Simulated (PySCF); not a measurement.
C₃H₆BNO.

```xyz
12

C      3.0210     0.0498     0.3691
C      1.5664     0.0263     0.1924
C      0.3594     0.0014     0.0473
B     -1.1844    -0.0073    -0.1516
N     -1.9622    -1.0683     0.3475
O     -1.8162     1.0186    -0.8169
H      3.4175     1.0699     0.2475
H      3.5126    -0.5983    -0.3733
H      3.2997    -0.3093     1.3720
H     -2.9670    -1.0964     0.2308
H     -1.5651    -1.8524     0.8445
H     -1.1916     1.6869    -1.1136
```

Geometry optimised at ωB97X-D3(BJ)/def2-SVP. This is a generated structure with no PubChem entry under its InChIKey; it may be hypothetical. The values are those of a single conformer.

The numbers are results of PBE/pcSseg-1 (PySCF), not measurements. Non-relativistic, no solvent.

### Question
Give the absolute GIAO shielding of each atom: isotropic value and principal components (ppm). (An estimate is asked for; the answer gives what the named calculation found.)

### Answer

```json
[
 {"atom": "C1", "σ(iso)": "173.8", "σ11": "164.4", "σ22": "165.0", "σ33": "192.0", "span": "27.7"},
 {"atom": "C2", "σ(iso)": "81.5", "σ11": "-7.6", "σ22": "-1.7", "σ33": "254.0", "span": "261.6"},
 {"atom": "C3", "σ(iso)": "94.7", "σ11": "1.7", "σ22": "11.5", "σ33": "270.9", "span": "269.1"},
 {"atom": "B4", "σ(iso)": "76.3", "σ11": "50.2", "σ22": "79.5", "σ33": "99.1", "span": "48.9"},
 {"atom": "N5", "σ(iso)": "182.1", "σ11": "112.1", "σ22": "196.4", "σ33": "237.8", "span": "125.7"},
 {"atom": "O6", "σ(iso)": "202.7", "σ11": "87.6", "σ22": "250.5", "σ33": "269.9", "span": "182.3"},
 {"atom": "H7", "σ(iso)": "29.3", "σ11": "24.6", "σ22": "27.7", "σ33": "35.6", "span": "11.1"},
 {"atom": "H8", "σ(iso)": "29.3", "σ11": "24.7", "σ22": "27.6", "σ33": "35.6", "span": "10.9"},
 {"atom": "H9", "σ(iso)": "29.3", "σ11": "24.6", "σ22": "27.7", "σ33": "35.6", "span": "11.0"},
 {"atom": "H10", "σ(iso)": "28.6", "σ11": "23.7", "σ22": "25.4", "σ33": "36.8", "span": "13.1"},
 {"atom": "H11", "σ(iso)": "28.6", "σ11": "23.5", "σ22": "27.1", "σ33": "35.3", "span": "11.8"},
 {"atom": "H12", "σ(iso)": "27.8", "σ11": "22.3", "σ22": "25.9", "σ33": "35.2", "span": "12.9"}
]
```
